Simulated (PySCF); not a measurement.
Geometries of 2 isomers of H8NPSi2, from PBE0-D3(BJ)/def2-SVP geometry optimisation, gas phase in PySCF. One conformer each, no zero-point energy, no frequencies.

Problem. Which isomer lies lower at this level?
A.
```xyz
12
angstrom
N     -1.653    1.162   -0.009
Si    -1.344   -0.536    0.182
Si     0.957   -0.777   -0.219
P      1.814    1.281    0.225
H     -2.564    1.545    0.218
H     -1.239    1.657   -0.791
H     -2.138   -1.470   -0.690
H     -1.661   -0.912    1.596
H      1.560   -1.876    0.598
H      1.238   -1.068   -1.661
H      3.170    0.838    0.327
H      1.569    1.185    1.628
```
B.
```xyz
12
angstrom
Si    -2.218    0.299    0.301
N     -0.600   -0.126    0.789
Si     0.703   -0.758   -0.173
P      2.573    0.457    0.220
H     -2.211    0.478   -1.180
H     -3.238   -0.742    0.648
H     -2.634    1.571    0.968
H     -0.403   -0.035    1.784
H      1.066   -2.170    0.176
H      0.239   -0.722   -1.592
H      3.345   -0.258   -0.747
H      2.217    1.505   -0.682
```

Solution. B. That is `[SiH3]N[SiH2]P`, 9.6 kcal/mol below the other.

| SMILES | atoms numbered as above | E (Eh) | relative (kcal/mol) | relative (kJ/mol) | dipole (D) |
| --- | --- | --- | --- | --- | --- |
| [SiH3]N[SiH2]P | [SiH3:1][NH:2][SiH2:3][PH2:4] | -979.17006 | 0.0 | 0.0 | 0.21 |
| N[SiH2][SiH2]P | [NH2:1][SiH2:2][SiH2:3][PH2:4] | -979.15471 | 9.6 | 40.3 | 0.84 |

As drawn, the higher has an Si–Si bond, which the lower lacks.
